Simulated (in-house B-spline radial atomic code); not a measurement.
# Binding energies in In4+

NIST's tabulated ground configuration is [Kr] 4d9; each binding energy is the energy of the ion with one electron taken from that subshell, relaxed, less that of the parent. Computed with a radial B-spline atomic code at the basis-set limit: Dirac-Hartree-Fock, average of configuration, Fermi nucleus of rms radius 4.6156 fm. Energies include first-order Breit, QED and recoil terms.

| subshell | X-ray name | binding energy (eV) | -ε (eV) | relaxation (eV) |
| --- | --- | --- | --- | --- |
| 2s | L1 | 4305.4 | 4346.9 | 32.3 |
| 2p1/2 | L2 | 4000.2 | 4044.8 | 35.7 |
| 2p3/2 | L3 | 3792.2 | 3833.0 | 34.6 |
| 3s | M1 | 889.5 | 903.6 | 12.5 |
| 3p1/2 | M2 | 766.2 | 780.5 | 12.9 |
| 3p3/2 | M3 | 727.7 | 741.0 | 12.5 |
| 4s | N1 | 188.8 | 192.0 | 2.9 |
| 4p1/2 | N2 | 146.6 | 149.4 | 2.6 |
| 4p3/2 | N3 | 139.8 | 142.3 | 2.4 |
| 4d | N4,5 | 72.64 | 74.31 | 1.67 |

Relaxation = -ε minus the binding energy without Breit, QED and recoil terms.

Emission lines follow as differences of binding energies, with λ = 12398.42 eV·Å / E:

```
 line       holes  energy (eV)  wavelength (Å)
L1-M3  2s → 3p3/2       3577.7          3.4655
L3-M1  2p3/2 → 3s       2902.7          4.2713
```

Problem. What does it cost to remove both a 2p3/2 and a 3p1/2 electron?

Solution. 4617.2 eV, which is 58.78 eV more than the two single binding energies together.

Problem. What does it cost to remove both a 3p1/2 and a 4s electron?

Solution. 980.88 eV, which is 25.83 eV more than the two single binding energies together.

Problem. What does it cost to remove both a 3p3/2 and a 4s electron?

Solution. 942.36 eV, which is 25.79 eV more than the two single binding energies together.
